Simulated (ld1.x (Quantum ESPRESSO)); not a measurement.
# u(r) = r·R(r): atom against pseudo-atom (silicon (Si))

Columns: radius, all-electron u(r) and pseudo u(r) of the 3s shell (level -39.61 eV) of silicon in the configuration [Ne] 3s1 3p0; LDA (PZ), non-relativistic, RRKJ scheme, ld1.x (Quantum ESPRESSO) 7.5.

```tsv
r (bohr)	all-electron	pseudo
0.120	0.0957	0.0610
0.240	-0.2612	0.1225
0.360	-0.4102	0.1851
0.480	-0.3582	0.2491
0.600	-0.1948	0.3149
0.720	0.0109	0.3825
0.840	0.2165	0.4518
0.960	0.3995	0.5215
1.080	0.5497	0.5899
1.200	0.6642	0.6540
1.320	0.7446	0.7103
1.440	0.7942	0.7549
1.560	0.8174	0.7843
1.680	0.8189	0.7963
1.800	0.8031	0.7904
1.920	0.7740	0.7684
2.040	0.7352	0.7334
2.160	0.6899	0.6896
2.280	0.6406	0.6406
2.400	0.5895	0.5895
2.520	0.5381	0.5381
2.640	0.4877	0.4877
2.760	0.4393	0.4393
2.880	0.3934	0.3934
3.000	0.3505	0.3505
3.120	0.3109	0.3109
```

**Question.** How many radial nodes do the two functions have?

**Answer.** The all-electron 3s function has n − l − 1 = 2; the pseudo-wave has 0, since the states of the same l below it are removed with the core.

**Question.** At about which radius was the pseudo-wave matched?

**Answer.** 2.40 bohr. The columns agree to 0.0005 from 2.16 bohr on; several derivatives are matched, so the curves merge somewhat inside the radius.

**Question.** Where does each function peak?

**Answer.** Outermost all-electron maximum near 1.68 bohr, pseudo maximum near 1.68 bohr (to the table’s step).

**Question.** Is the pseudo-wave norm-conserving?

**Answer.** Yes: the RRKJ scheme keeps the norm inside the radius equal to the all-electron one, which fixes the energy derivative of the logarithmic derivative at the level.
